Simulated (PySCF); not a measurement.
## V⁺ (vanadium, charge +1): B2PLYP calculation

Configuration: [Ar] 3d3 4s1, high-spin 5F determinant (an excited configuration). Calculation: PySCF 2.14, in aug-cc-pVTZ (8s7p5d3f2g, 93 functions); the non-relativistic Hamiltonian (point nucleus).

| Item | Value |
| --- | --- |
| Total energy, PT2 part included | -943.403 hartree |
| One-electron energy | -1288.229 hartree |
| Hartree (Coulomb) energy | 389.660 hartree |
| Exchange-correlation energy | -44.825 hartree |
| Kinetic energy | 942.52557 hartree |
| PT2 correlation before scaling by 0.27 | -0.03397 hartree |
| ⟨S²⟩ | 6.0012 |
| ⟨L²⟩ | 12.015 |
| Sum of ⟨r⟩ | 17.50 bohr |
| Sum of ⟨r²⟩ | 27.80 bohr² |
| Density at the nucleus (Gaussians lack the cusp) | 8120 bohr⁻³ |
| Spin density at the nucleus | 3.77 bohr⁻³ |
| Langevin diamagnetic susceptibility | -22.0 ×10⁻⁶ cm³/mol |

```json
{"shell": "1s α", "electrons": "1", "mean orbital energy (eV)": "-5418.0", "rms radius, mean of both spins (bohr)": "0.0776"}
{"shell": "1s β", "electrons": "1", "mean orbital energy (eV)": "-5418.0", "rms radius, mean of both spins (bohr)": "0.0776"}
{"shell": "2s α", "electrons": "1", "mean orbital energy (eV)": "-632.22", "rms radius, mean of both spins (bohr)": "0.336"}
{"shell": "2s β", "electrons": "1", "mean orbital energy (eV)": "-630.82", "rms radius, mean of both spins (bohr)": "0.336"}
{"shell": "2p α", "electrons": "3", "mean orbital energy (eV)": "-532.98", "rms radius, mean of both spins (bohr)": "0.304"}
{"shell": "2p β", "electrons": "3", "mean orbital energy (eV)": "-531.72", "rms radius, mean of both spins (bohr)": "0.304"}
{"shell": "3s α", "electrons": "1", "mean orbital energy (eV)": "-87.898", "rms radius, mean of both spins (bohr)": "1.03"}
{"shell": "3s β", "electrons": "1", "mean orbital energy (eV)": "-83.423", "rms radius, mean of both spins (bohr)": "1.03"}
{"shell": "3p α", "electrons": "3", "mean orbital energy (eV)": "-59.573", "rms radius, mean of both spins (bohr)": "1.11"}
{"shell": "3p β", "electrons": "3", "mean orbital energy (eV)": "-54.584", "rms radius, mean of both spins (bohr)": "1.11"}
{"shell": "3d α", "electrons": "3", "mean orbital energy (eV)": "-17.956", "rms radius, mean of both spins (bohr)": "1.50"}
{"shell": "4s α", "electrons": "1", "mean orbital energy (eV)": "-12.577", "rms radius, mean of both spins (bohr)": "3.27"}
```

The orbital energies are those of the SCF part of the double hybrid.
